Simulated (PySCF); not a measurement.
A species of formula C4H8Ge has this rotational fingerprint, computed with PySCF 2.14.0, PBE0-D3(BJ)/def2-SVP geometry optimisation, gas phase:

| Quantity | Value |
| --- | --- |
| Rotational constants | A = 4527, B = 2328, C = 1567 MHz |
| Dipole components | \|μa\| = 0.48 D, \|μb\| = 0.27 D, \|μc\| = 0.00 D |
| Inertial defect | -6.28 u·Å² |
| κ | -0.49 |

**Question.** Which candidate fits, each taken in the one conformer that was computed?
A. `[CH](=C)[GeH2][CH]=C` (Ge(vinyl)2H2)
B. `[CH2:1]=[CH:2][C:3](=[CH2:4])[GeH3:5]` with C1–C2–C3–C4 -179°
C. `C1=C[CH2][GeH2][CH2]1`

**Answer.** B. It is C=C[C](=C)[GeH3], an asymmetric top, point group Cs. The candidates at the same level (rigid rotor, commonest isotopes):

| SMILES | A (MHz) | B (MHz) | C (MHz) | μa (D) | μb (D) | μc (D) | Δ (u·Å²) | point group | rotor |
| --- | --- | --- | --- | --- | --- | --- | --- | --- | --- |
| C1=C[CH2][GeH2][CH2]1 | 5780 | 3068 | 2110 | 0.27 | 0.00 | 0.02 | -12.64 | – | asymmetric top |
| C=C[C](=C)[GeH3] | 4527 | 2328 | 1567 | 0.48 | 0.27 | 0.00 | -6.28 | Cs | asymmetric top |
| [H][Ge]([H])([CH]=C)[CH]=C | 8563 | 1739 | 1575 | 0.01 | 0.59 | 0.01 | -28.81 | near C2 | near-prolate asymmetric top |

`C1=C[CH2][GeH2][CH2]1` has C 35 % too high; `[H][Ge]([H])([CH]=C)[CH]=C` has A 89 % too high. In the right answer the mirror of this Cs structure is the ab plane, so μc vanishes by symmetry. No structure here is proved a minimum.
